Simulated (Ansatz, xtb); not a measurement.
## C5H10O2: 8 structures ranked

8 gas-phase structures of C5H10O2, from a drawn sample of its isomers (lower ones may exist). Each was relaxed with GFN2-xTB; where two conformers were screened, the lower at r2SCAN-D4/def2-SVP//GFN2-xTB is listed:

A. `CO[C@@H]1OC[C@@H]1C`, a singlet
B. `CO[C@@H]1OC[C@H]1C`, a singlet
C. `CO[C@@H]1CO[C@@H]1C`, a singlet
D. `CO[C@@H]1CO[C@H]1C`, a singlet
E. `CO[C@@]1(C)CCO1`, a singlet
F. `CO[C@@H]1C[C@H](C)O1`, a singlet
G. `COC1(C)COC1`, a singlet
H. `CO[C@@H]1C[C@@H](C)O1`, a singlet

Problem. Estimate their order in r2SCAN-D4/def2-SVP//GFN2-xTB energy at these geometries, lowest first.

Solution. Calculated order at r2SCAN-D4/def2-SVP//GFN2-xTB: F (0.000), E (0.014), H (0.018), A (0.143), B (0.157), D (0.469), C (0.471), G (0.562) eV. Less than 1 kcal/mol parts F and E; E and H; A and B; D and C, so the order within those pairs means little.

Energies above the lowest of each column, in eV; the last columns are at r2SCAN-D4/def2-SVP geometries and were run for some of them only (a dash: not run or not comparable):

```
structure  GFN2-xTB  HF/STO-3G  r2SCAN-D4/def2-SVP//GFN2-xTB  r2SCAN-D4/def2-SVP  CCSD(T)/def2-SVP + ΔMP2/def2-TZVPP
        F     0.000      0.001                         0.000               0.000                               0.000
        E     0.028      0.015                         0.014               0.008                               0.006
        H     0.012      0.000                         0.018               0.016                               0.008
        A     0.112      0.095                         0.143               0.141                               0.148
        B     0.070      0.078                         0.157               0.160                               0.143
        D     0.302      0.278                         0.469               0.465                               0.419
        C     0.342      0.299                         0.471                   –                                   –
        G     0.342      0.387                         0.562                   –                                   –
```

Every level run on F puts it lowest or level with the lowest. CCSD(T)/def2-SVP + ΔMP2/def2-TZVPP orders those it was run on as F (0.000), E (0.006), H (0.008), B (0.143), A (0.148), D (0.419) eV. Less than 1 kcal/mol parts F and E; E and H; B and A, so the order within those pairs means little. Flexible structures stand in one conformer each, not always the lowest. Frequencies (GFN2-xTB) were run for A, B, D, E, F, H alone. ΔMP2 is the change of the MP2 energy from the smaller to the larger basis.

Over these structures GFN2-xTB departs from r2SCAN-D4/def2-SVP//GFN2-xTB by 0.072 eV on average once a common shift is removed. A GFN2-xTB relaxation took about 0.074 s and the r2SCAN-D4/def2-SVP//GFN2-xTB energy about 1.7 s on a shared host (Ansatz 0.2.0, xtb 6.7.1).
